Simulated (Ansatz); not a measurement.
`S[SiH2]Cl` + H₂Se → `S[SiH2][SeH]` + HCl at 700 K and 1 bar (ligand exchange at the Si–Cl bond).

Isolated molecules relaxed with PBE0-D4/def2-TZVP in Ansatz; ΔE leaves out vibrations. CCSD(T)/CBS is the MP2 limit (def2-TZVPP, def2-QZVPP) plus CCSD(T) − MP2 in def2-TZVPP, frozen cores. This one scheme is used for every species. For Se outer-core shells are correlated without core-valence functions, which leaves a few kJ/mol of doubt a bond. Scalar relativity is left out up to krypton. One conformer a species, not always the lowest.

```json
{"species": "`S[SiH2]Cl`", "CCSD(T)/CBS energy (Eh)": "-1148.50980", "H − E (kJ/mol)": "126.8", "S (J/(mol·K))": "380.7"}
{"species": "H₂Se", "CCSD(T)/CBS energy (Eh)": "-2401.89790", "H − E (kJ/mol)": "61.1", "S (J/(mol·K))": "251.1"}
{"species": "`S[SiH2][SeH]`", "CCSD(T)/CBS energy (Eh)": "-3090.01366", "H − E (kJ/mol)": "153.2", "S (J/(mol·K))": "421.7"}
{"species": "HCl", "CCSD(T)/CBS energy (Eh)": "-460.38127", "H − E (kJ/mol)": "38.4", "S (J/(mol·K))": "211.8"}
```

H − E and S are ideal-gas, rigid-rotor, harmonic terms from PBE0-D4/def2-TZVP, for one conformer and one mirror image of each species. 1 Eh = 2625.50 kJ/mol, R = 8.31446 J/(mol·K).

Question: By hand: ΔE, ΔH, ΔS and ΔG.

Answer: ΔE = (-3090.01366) + (-460.38127) − (-1148.50980) − (-2401.89790) = 0.01277 Eh = 33.5 kJ/mol. Δ(H − E) = 153.2 + 38.4 − 126.8 − 61.1 = 3.7, so ΔH = 37.2 kJ/mol. ΔS = 421.7 + 211.8 − 380.7 − 251.1 = 1.7 J/(mol·K). ΔG = 37.2 − 700 × (1.7)/1000 = 36.0 kJ/mol.

Question: By hand: the equilibrium constant, and the temperature at which ΔG would vanish if ΔH and ΔS stayed fixed.

Answer: log₁₀ K = −ΔG/(RT ln 10) = -2.7. ΔG = 0 at ΔH/ΔS = 21882 K, far beyond where these terms or the molecules hold.

The number of gas molecules stays the same, so ΔS is small and ΔH decides. A doubt of 5 kJ/mol in ΔE shifts log₁₀ K by 0.4 here. Other conformers and mirror images would add mixing entropy, several J/(mol·K) or more a flexible species. These are equilibria of isolated gas molecules and say nothing of rates. Largest T1 diagnostic: 0.010 (customary marks: 0.02 for closed shells, 0.045 for open ones).
